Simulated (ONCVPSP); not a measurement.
**Configuration tests for Mo (ONCV)**

```json
{
  "Element": "molybdenum",
  "Generator": "ONCVPSP 4.0.1",
  "Type": "optimised norm-conserving Vanderbilt (ONCV)",
  "Functional": "PBE",
  "Relativity": "fully relativistic",
  "Frozen core": "[Kr]",
  "Valence charge": "6",
  "Reference configuration": "4d5 5s0.5 (charge +0.5)",
  "Partial waves": "5s: rc 2.95 bohr, ncon 4, nbas 7, qcut 1.8 1/bohr, 2 projectors, debl 2.2 Ha; p scattering state at 0.11 Ha: rc 2.40 bohr, ncon 4, nbas 8, qcut 3 1/bohr, 2 projectors, debl 0.5 Ha; 4d: rc 1.75 bohr, ncon 4, nbas 8, qcut 4.7 1/bohr, 2 projectors, debl 3.7 Ha; f scattering state at 0.2 Ha: rc 2.50 bohr, ncon 3, nbas 8, qcut 5 1/bohr, 2 projectors, debl 1.6 Ha",
  "Local potential": "polynomial inside 1.65 bohr (lpopt 2, dvloc0 6 Ha)",
  "Core correction": "Teter function, fcfact 3.5, rcfact 1.35"
}
```

Open shells are filled in proportion to 2j + 1.

Energies are relative to the spin-unpolarised reference configuration 4d5 5s0.5; without spin polarisation the order of configurations can differ from experiment.

| valence configuration | charge | ΔE all-electron (eV) | error AE − PS (meV) |
| --- | --- | --- | --- |
| 4d5 5s1 | 0 | -2.727 | -0.9 |
| 4d4 5s1 | +1 | 5.336 | -47 |

Question: What are ΔE and the potential's error for 4d5 5s0?

Answer: ΔE = 4.164 eV all-electron; the error (AE − PS) is -1.5 meV.

Question: What are ΔE and the potential's error for 4d4 5s0?

Answer: ΔE = 19.625 eV all-electron; the error (AE − PS) is -56 meV.

Note: ghosts flagged at negative energy: p3/2 at -34.3 eV, p1/2 at -36.5 eV; no localised positive-energy state flagged. A true bound ghost makes a file unfit for plane-wave use.
